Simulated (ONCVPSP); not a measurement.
Al: variants of one ONCV potential

Base potential:

aluminium, optimised norm-conserving Vanderbilt (ONCV), made with ONCVPSP 4.0.1 (PBE, scalar-relativistic). Core [He], reference 2s2 2p6 3s2 3p1. Waves: 2s+3s: rc 1.15 bohr, ncon 4, nbas 8, qcut 7.8 1/bohr, 3 projectors, debl 2.5 Ha; 2p+3p: rc 1.00 bohr, ncon 4, nbas 7, qcut 13 1/bohr, 2 projectors; d scattering state at 0.44 Ha: rc 1.20 bohr, ncon 4, nbas 8, qcut 8.9 1/bohr, 2 projectors, debl 0.4 Ha. Local part: polynomial inside 0.90 bohr (lpopt 5, dvloc0 0 Ha). Core correction: none.

All-electron outer shells of the reference configuration (PBE, scalar-relativistic, ld1.x):

| shell | level (eV) | outermost node (bohr) | outermost maximum (bohr) |
| --- | --- | --- | --- |
| 1s | -1511.14 | – | 0.08 |
| 2s | -108.17 | 0.16 | 0.50 |
| 2p | -69.64 | – | 0.43 |
| 3s | -7.75 | 0.80 | 2.09 |
| 3p | -2.71 | 0.82 | 2.64 |

Cutoffs, loose and tight: the cutoffs (Ha) at which the residual kinetic energy of the hardest occupied pseudo-wave falls to 1 and 0.1 mHa per electron. They do not see the model core or the augmentation charge, which bear on the density cutoff. Test errors are all-electron minus pseudo excitation energies from the reference, over the configurations 2s2 2p6 3s2 3p0; 2s2 2p6 3s1 3p0; 2s2 2p6 3s0 3p0; 2s2 2p5 3s2 3p1. A dash means not determined; rows that change the core or the reference have their own tests. The largest error is taken over the tests solved by every variant that gives reliable tests at all: 2s2 2p5 3s2 3p1; 2s2 2p6 3s1 3p0; 2s2 2p6 3s2 3p0.

```tsv
change	outcome	cutoff, loose	cutoff, tight	bound ghosts	GHOST(+) flags above zero	largest test error (meV)
base	generated	72 Ha	81 Ha	none	none	+356
p: rc 0.84; local potential polynomial inside 0.84 bohr (lpopt 5, dvloc0 0 Ha)	generated	89 Ha	203 Ha	none	none	+217
s: qcut 9.6; p: qcut 16; d: qcut 10.9	generated	88 Ha	101 Ha	none	none	+265
d: qcut 5.6	generated	72 Ha	81 Ha	none	none	+356
s: nproj 2	generated	72 Ha	81 Ha	none	none	+359
```
